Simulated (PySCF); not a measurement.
**Exercise with solution: chemical shift, span and skew from a shielding tensor**

C₃H₉AlO, SMILES C[CH2][Al]([CH3])[OH]. Atoms are numbered in the order given.

```xyz
14

Al     0.2965     0.2668     0.3516
C      1.5762     0.2643     1.8205
H      2.5066    -0.2691     1.5577
H      1.1727    -0.2492     2.7112
H      1.8518     1.2870     2.1249
C     -0.3816    -1.3569    -0.5270
C     -1.3961    -1.1491    -1.6587
H     -0.8125    -2.0126     0.2560
H      0.4910    -1.9312    -0.8981
H     -0.9765    -0.5417    -2.4789
H     -2.3014    -0.6254    -1.3067
H     -1.7335    -2.0993    -2.1079
O     -0.2459     1.8079    -0.1699
H     -0.8770     1.9598    -0.8787
```

The structure is a stationary point at r2SCAN-D4/def2-SVP. The structure was generated by enumeration; whether it is a known compound was not checked. The values are those of a single conformer.

GIAO shieldings from PBE0/pcSseg-1 in PySCF, non-relativistic, no solvent. The symmetric part of the tensor of C7 has the principal values 167.5, 168.7, 185.8 ppm. The same nucleus in TMS has σ = 186.3 ppm at this level (PySCF, at its B3LYP-D3(BJ)/def2-TZVP geometry).

### Question
Work out the isotropic shielding, the ¹³C shift against TMS, the span and the skew.

### Answer

σ(iso) = (σ11 + σ22 + σ33)/3 = 174.0 ppm. δ = σ(ref) − σ(iso) = 186.3 − (174.0) = 12.3 ppm.
Span Ω = σ33 − σ11 = 18.3 ppm. Skew κ = 3(σ(iso) − σ22)/Ω = 0.87. Tumbling in solution averages the tensor to δ; in a static solid the shielding alone would spread this spin-1/2 line over Ω.
